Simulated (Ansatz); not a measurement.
Consider the ligand exchange at the Si–O bond: `CBO[SiH2]F` + `N[SiH2]S` → `N[SiH2]S[SiH2]F` + `CBO`.

Isolated molecules relaxed with PBE0-D4/def2-TZVP in Ansatz; ΔE leaves out vibrations. CCSD(T)/CBS adds triple-zeta CCSD(T) − MP2 to the extrapolated MP2 energy (def2 sets, frozen cores). DFT in def2-TZVPP. B3LYP here is the variant with VWN-RPA as its local correlation; programs differ in this. One conformer a species, not always the lowest.

CCSD(T)/CBS gives +0.30 eV.

**Question.** Another level gave +0.27 eV. Which?
A. ωB97M-V/def2-TZVPP
B. HF/def2-TZVPP
C. B3LYP/def2-TZVPP
D. PBE0-D4/def2-TZVPP

**Answer.** A. ωB97M-V 0.27, B3LYP 0.36, PBE0-D4 0.17, HF/def2-TZVPP 0.56 eV.

Largest T1 diagnostic among the species: 0.012.

From PBE to PBE0 (25 % exact exchange), in def2-TZVPP and without D4, ΔE moves by +0.06 eV. In def2-TZVPP, CCSD(T) changes the Hartree–Fock value by −0.24 eV (the triples alone add −0.05 eV) and MP2 by −0.28 eV. The D4 term adds −0.06 eV with B3LYP and −0.03 eV with PBE0; it sums over pairs of atoms, weighted by their polarisabilities, and B3LYP, whose exchange is more repulsive, gets the larger term.
